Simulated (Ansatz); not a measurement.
Harmonic frequencies (cm⁻¹) at PBE0-D4/def2-TZVP from Ansatz: 194, 246, 249, 262, 290, 326, 391, 532, 605, 674, 698, 730, 765, 1013, 1048, 3613, 3628, 3890.

Each molecule was computed in one conformer, which needn't be the lowest.

Task: Which molecule is it?
A. `[NH2][Mo]([NH2])(=[O])=[S]`
B. `[NH]=[Mo](=[NH])([OH])[F]`
C. `[NH2][Mo]([F])(=[S])=[S]`
D. `[OH][Mo]([F])([F])(=[S])[Cl]`

Result: B.
